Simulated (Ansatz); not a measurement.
Species: GaBr (charge 0, singlet). 
Structure (B3LYP-D3(BJ)/def2-TZVP (Ansatz, a quantum-chemistry and plane-wave program) minimum search):
```xyz
2

Ga     0.0000     0.0000    -1.2726
Br     0.0000     0.0000     1.1272
```
Charge 0, spin multiplicity 1.

Basis-set convergence of Hartree-Fock and CCSD(T) correlation energies (hartree) with Ansatz. Correlated levels leave the core frozen unless marked. No spin-orbit coupling. The frozen core is the preceding noble-gas configuration, with the filled d and f shells of earlier blocks. Non-relativistic.

```csv
basis,functions,E(HF),"E(corr, CCSD(T))"
cc-pVDZ,54,-4495.67798,-0.18069
cc-pVTZ,86,-4495.82550,-0.24103
cc-pVQZ,136,-4495.83060,-0.26363
cc-pV5Z,208,-4495.83111,-0.27125
```

Extrapolating the two largest sets (X = 4 and 5) as X^-3: E(corr) = (125·(-0.27125) - 64·(-0.26363))/61 = -0.2792 Eh, an estimate of the basis-set limit. The largest set recovers 97.1 % of it, the smallest 64.7 %.
